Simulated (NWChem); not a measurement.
# BH3; SMILES B

Computed with NWChem. Each level has its own optimisation; frequencies are unscaled.

```json
[
 {"level": "B3LYP/3-21G", "r B–H (Å)": "1.194", "highest harmonic frequency (cm⁻¹)": "2731", "lowest (cm⁻¹)": "1145", "zero-point energy (kcal/mol)": "16.6"},
 {"level": "LDA (Slater exchange, VWN5)/def2-SVP", "r B–H (Å)": "1.218", "highest harmonic frequency (cm⁻¹)": "2631", "lowest (cm⁻¹)": "1078", "zero-point energy (kcal/mol)": "15.7"},
 {"level": "PBE0/def2-TZVP", "r B–H (Å)": "1.193", "highest harmonic frequency (cm⁻¹)": "2694", "lowest (cm⁻¹)": "1145", "zero-point energy (kcal/mol)": "16.4"},
 {"level": "CAM-B3LYP/def2-SVP", "r B–H (Å)": "1.204", "highest harmonic frequency (cm⁻¹)": "2707", "lowest (cm⁻¹)": "1145", "zero-point energy (kcal/mol)": "16.4"},
 {"level": "PBE-D3(BJ)/def2-SVP", "r B–H (Å)": "1.214", "highest harmonic frequency (cm⁻¹)": "2633", "lowest (cm⁻¹)": "1103", "zero-point energy (kcal/mol)": "15.9"}
]
```
